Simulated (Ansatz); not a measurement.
C9H14BF4N⁻, that is N-butylpyridinium tetrafluoroborate with one electron more. Total charge -1; doublet. Geometry r2SCAN-D4/def2-SVP; atoms count from 1.

```xyz
29

C    -3.4522    2.3988   -0.3638
C    -2.1122    2.0771    0.2889
C    -1.4477    0.8264   -0.2779
C    -0.1068    0.5242    0.3937
N     0.5297   -0.6595   -0.1418
C     0.1967   -1.9191    0.3505
C     0.5061   -3.0555   -0.3502
C     1.1966   -2.9845   -1.5929
C     1.6410   -1.6955   -2.0050
C     1.3204   -0.5749   -1.2849
H    -3.3374    2.5605   -1.4493
H    -3.9116    3.3064    0.0623
H    -4.1679    1.5691   -0.2331
H    -1.4239    2.9352    0.1742
H    -2.2475    1.9519    1.3795
H    -1.2915    0.9442   -1.3678
H    -2.1210   -0.0447   -0.1587
H     0.6004    1.3612    0.2887
H    -0.2186    0.3835    1.4797
H    -0.2497   -1.9241    1.3471
H     0.2566   -4.0233    0.0973
H     1.4527   -3.8840   -2.1558
H     2.2967   -1.5808   -2.8743
H     1.7163    0.4198   -1.5006
F     3.8301    0.6477    2.9145
B     2.8855    0.2094    1.9805
F     3.3194   -0.9555    1.3452
F     1.6562   -0.0428    2.6434
F     2.6836    1.2287    1.0107
```

The highest occupied level of the relaxed charge -1 doublet lies above zero (up to 0.06 eV). By energy differences its removal costs 1.25 eV (each at its own geometry, to the charge 0 singlet, at PBE0-D4/def2-SVP); self-interaction error and the lack of diffuse functions both raise the level.

**Question.** Estimate the Mulliken populations from the PBE0/def2-SVP orbitals of Ansatz.

**Answer.** 
```tsv
atom	charge (e)	spin (α − β)
C1	-0.06	0.00
C2	-0.11	0.00
C3	-0.04	0.02
C4	0.06	-0.02
N5	-0.29	0.25
C6	0.11	0.26
C7	-0.06	-0.15
C8	-0.05	0.56
C9	-0.06	-0.15
C10	0.11	0.26
H11	0.03	0.00
H12	0.02	0.00
H13	0.03	0.00
H14	0.03	0.00
H15	0.03	0.00
H16	0.02	0.00
H17	0.02	0.00
H18	0.06	0.00
H19	0.05	0.00
H20	0.02	-0.01
H21	-0.01	0.01
H22	-0.02	-0.03
H23	-0.01	0.01
H24	0.02	-0.01
F25	-0.28	0.00
B26	0.29	0.00
F27	-0.28	0.00
F28	-0.31	0.00
F29	-0.31	0.00
```
Mulliken values and Mayer orders depend strongly on the basis.

**Question.** Where does the spin sit?

**Answer.** Summed by element: C 0.79, N 0.25, H -0.03, F 0.00, B 0.00, of 1 unpaired in all. Largest on single atoms: C8 0.56, C6 0.26, C10 0.26.

**Question.** And the Mayer bond orders between bonded heavy atoms (over 0.3)?

**Answer.** C1–C2 1.09 (1.52 Å); C2–C3 1.07 (1.53 Å); C3–C4 1.05 (1.53 Å); C4–N5 0.98 (1.45 Å); N5–C6 1.10 (1.39 Å); N5–C10 1.10 (1.39 Å); C6–C7 1.61 (1.37 Å); C7–C8 1.25 (1.42 Å); C8–C9 1.24 (1.42 Å); C9–C10 1.61 (1.37 Å); F25–B26 1.12 (1.40 Å); B26–F27 1.11 (1.40 Å); B26–F28 1.01 (1.42 Å); B26–F29 0.99 (1.42 Å).
